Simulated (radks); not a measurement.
The nuclear charge of neutral caesium is varied continuously with 55 electrons held in [Xe] 6s1. Calculated with a radial shooting solver on a logarithmic mesh with Libxc functionals: Dirac Kohn-Sham, LDA (Slater exchange, Perdew-Wang correlation), spin-unpolarised, spherical densities, point nucleus. By the Hellmann-Feynman theorem dE/dZ = E(electron-nucleus)/Z, the electronic potential at the nucleus.

Z     E (hartree)  E(electron-nucleus)/Z (hartree)   HOMO  e(HOMO) (eV)  <r> HOMO (bohr)
54.8   -7715.4953                         -342.508  6s1/2        -1.348            6.035
54.9   -7749.7902                         -343.391  6s1/2        -1.774            5.770
55     -7784.1735                         -344.274  6s1/2        -2.225            5.544
55.1   -7818.6450                         -345.157  6s1/2        -2.700            5.350
55.2   -7853.2048                         -346.040  6s1/2        -3.196            5.179
55.3   -7887.8529                         -346.923  6s1/2        -3.712            5.026
55.4   -7922.5894                         -347.806  6s1/2        -4.248            4.889
55.5   -7957.4141                         -348.689  6s1/2        -4.801            4.764
55.6   -7992.3272                         -349.573  6s1/2        -5.372            4.650
55.7   -8027.3287                         -350.456  6s1/2        -5.960            4.545
55.8   -8062.4185                         -351.340  6s1/2        -6.564            4.448
55.9   -8097.5967                         -352.225  6s1/2        -7.183            4.358
56     -8132.8634                         -353.109  6s1/2        -7.818            4.273

The central difference of E at Z = 55 is -344.274 hartree, to compare with the third column; the second derivative is -8.83 hartree.
